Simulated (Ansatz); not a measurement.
`[GaH2][SeH]` + `NB1CS1` → `[GaH2][NH]B1CS1` + H₂Se at 500 K and 1 bar (ligand exchange at a Ga–Se bond).

Calculated with Ansatz (gas phase, PBE0-D4/def2-TZVP geometries, no zero-point term in ΔE). CBS: MP2 limit from def2 TZ/QZ plus the TZ coupled-cluster correction, frozen cores. For Ga, Se outer-core shells are correlated without core-valence functions, which leaves a few kJ/mol of doubt a bond. Scalar relativity is left out up to krypton. Each species was taken in one conformer, which may not be the lowest.

```json
{"species": "`[GaH2][SeH]`", "CCSD(T)/CBS energy (Eh)": "-4326.46797", "H − E (kJ/mol)": "84.9", "S (J/(mol·K))": "327.9"}
{"species": "`NB1CS1`", "CCSD(T)/CBS energy (Eh)": "-517.77714", "H − E (kJ/mol)": "188.1", "S (J/(mol·K))": "335.0"}
{"species": "`[GaH2][NH]B1CS1`", "CCSD(T)/CBS energy (Eh)": "-2442.32425", "H − E (kJ/mol)": "210.5", "S (J/(mol·K))": "417.9"}
{"species": "H₂Se", "CCSD(T)/CBS energy (Eh)": "-2401.89790", "H − E (kJ/mol)": "53.1", "S (J/(mol·K))": "237.8"}
```

H − E and S are ideal-gas, rigid-rotor, harmonic terms from PBE0-D4/def2-TZVP, for one conformer and one mirror image of each species. 1 Eh = 2625.50 kJ/mol, R = 8.31446 J/(mol·K).

Question: By hand: ΔE, ΔH, ΔS and ΔG.

Answer: ΔE = (-2442.32425) + (-2401.89790) − (-4326.46797) − (-517.77714) = 0.02296 Eh = 60.3 kJ/mol. Δ(H − E) = 210.5 + 53.1 − 84.9 − 188.1 = -9.4, so ΔH = 50.9 kJ/mol. ΔS = 417.9 + 237.8 − 327.9 − 335.0 = -7.2 J/(mol·K). ΔG = 50.9 − 500 × (-7.2)/1000 = 54.5 kJ/mol.

Question: By hand: the equilibrium constant, and the temperature at which ΔG would vanish if ΔH and ΔS stayed fixed.

Answer: log₁₀ K = −ΔG/(RT ln 10) = -5.7. ΔH and −TΔS have one sign here, so there is no such temperature.

The number of gas molecules stays the same, so ΔS is small and ΔH decides. A doubt of 5 kJ/mol in ΔE shifts log₁₀ K by 0.5 here. Other conformers and mirror images would add mixing entropy, several J/(mol·K) or more a flexible species. These are equilibria of isolated gas molecules and say nothing of rates. Largest T1 diagnostic: 0.014 (customary marks: 0.02 for closed shells, 0.045 for open ones).

ΔS is within the doubt of such terms, so its sign, and with it that verdict, could turn.
